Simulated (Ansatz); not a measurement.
Consider the redistribution: `C=C[SiH2]Br` + `FC1=C(Cl)[SiH2]1` → `C=C[SiH](F)Br` + `ClC1=C[SiH2]1`.

Isolated molecules relaxed with PBE0-D4/def2-TZVP in Ansatz; ΔE leaves out vibrations. CCSD(T)/CBS is the MP2 limit (def2-TZVPP, def2-QZVPP) plus CCSD(T) − MP2 in def2-TZVPP, frozen cores. DFT in def2-TZVPP. For Br outer-core shells are correlated without core-valence functions, which leaves a few kJ/mol of doubt a bond. Scalar relativity is left out up to krypton. Each species was taken in one conformer, which may not be the lowest.

`C=C[SiH2]Br`:

Cartesian coordinates in Å:
```
C 0.307 1.390 0.681
C -0.176 0.657 -0.318
Si 0.028 -1.180 -0.364
Br -1.966 -2.173 -0.308
H 0.832 0.940 1.519
H 0.199 2.471 0.709
H -0.702 1.154 -1.131
H 0.682 -1.638 -1.612
H 0.797 -1.621 0.825
```

`FC1=C(Cl)[SiH2]1`:

```xyz
7

F    -1.030   -1.067   -1.739
C    -0.433   -0.455   -0.739
C     0.798   -0.386   -0.254
Cl    2.331   -1.020   -0.601
Si   -0.376    0.628    0.709
H    -0.413    2.106    0.589
H    -0.877    0.194    2.036
```

`C=C[SiH](F)Br`:

Z-matrix (Å, degrees):
```
Si
C 1 1.837
Br 1 2.210 2 110.5
F 1 1.593 2 110.8 3 -118.1
H 1 1.477 2 111.3 3 121.2
C 2 1.331 1 120.4 3 -121.4
H 2 1.088 1 120.2 3 57.5
H 6 1.086 2 122.2 1 179.2
H 6 1.087 2 121.8 1 -0.7
```

`ClC1=C[SiH2]1`:

Cartesian coordinates in Å:
```
Cl -0.464 1.485 2.087
C -0.140 0.556 0.700
C 0.411 0.780 -0.485
Si -0.132 -0.947 -0.297
H 0.852 1.618 -1.008
H -1.361 -1.451 -0.953
H 0.835 -2.041 -0.044
```

```json
{"species": "`C=C[SiH2]Br`", "PBE-QIDH energy (Eh)": "-2942.00518"}
{"species": "`FC1=C(Cl)[SiH2]1`", "PBE-QIDH energy (Eh)": "-926.30285"}
{"species": "`C=C[SiH](F)Br`", "PBE-QIDH energy (Eh)": "-3041.26465"}
{"species": "`ClC1=C[SiH2]1`", "PBE-QIDH energy (Eh)": "-827.13162"}
```

**Question.** Work out ΔE.

**Answer.** ΔE = (-3041.26465) + (-827.13162) − (-2942.00518) − (-926.30285) = -0.08824 Eh = -231.7 kJ/mol. CCSD(T)/CBS gives -239.4 kJ/mol.

Largest T1 diagnostic among the species: 0.013.

From BLYP to BHLYP (50 % exact exchange), in def2-TZVPP and without D4, ΔE moves by −17.3 kJ/mol. At CCSD(T), def2-SVP lies +29.9 kJ/mol from the extrapolated value and def2-TZVPP +5.8 kJ/mol. Leaving LDA and LC-ωPBE aside and taking each functional with its dispersion term where it has one, the values, not all of them listed here, spread over 26.0 kJ/mol, from BHLYP-D4 to revPBE-D4.
